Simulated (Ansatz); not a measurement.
Input file for Ansatz (a program for electronic structure): R-wB97M-V/def2-TZVPP on CH4OSn (SMILES C[O][SnH]), a point of a torsion scan. Elements past Kr take the def2 small-core potentials; no spin–orbit coupling.

Ansatz 0.2 input:
```yaml
crystal:
  periodic: [false, false, false]
  atoms:
    - {symbol: C, position_ang: [-0.82939256, -0.27185500, 0.19935540]}
    - {symbol: O, position_ang: [-0.48527300, 0.79854661, -0.64271688]}
    - {symbol: Sn, position_ang: [-0.52535743, 1.67967222, -2.42974973]}
    - {symbol: H, position_ang: [-0.41705245, -1.20935826, -0.17728480]}
    - {symbol: H, position_ang: [-1.91317014, -0.37410319, 0.27205226]}
    - {symbol: H, position_ang: [-0.42165841, -0.07671520, 1.19429378]}
    - {symbol: H, position_ang: [-1.49596469, 0.45295321, -3.54348688]}
basis:
  gaussian:
    orbitals: def2-TZVPP
hamiltonian:
  xc: {name: wB97M-V}
scf: {lower_state_search: off}
```

The head of its log:

```
WARN ansatz: RAYON_NUM_THREADS=1 ignored (pool sized by the plan → 1); use --threads N
Functional definition: wB97M-V
these checks for a lower state are left out or cut short: stability, starts, cluster_reference, orbital_swaps, neighbouring_geometries, increment
integrals: 0.10 GiB planned
999 factors; their error is unknown
integrals: 0.13 GiB planned
234 factors; integrals over basis functions are off by at most 3.3e-5 eV
mean field: 0.87 GiB planned
mean field evaluation 1: about -8973.6186 eV, gradient 5.1e1 eV
mean field evaluation 2: about -8964.7962 eV, gradient 8.7e1 eV
```

Task: What total energy does the run end on?

Result: -329.9658 hartree.
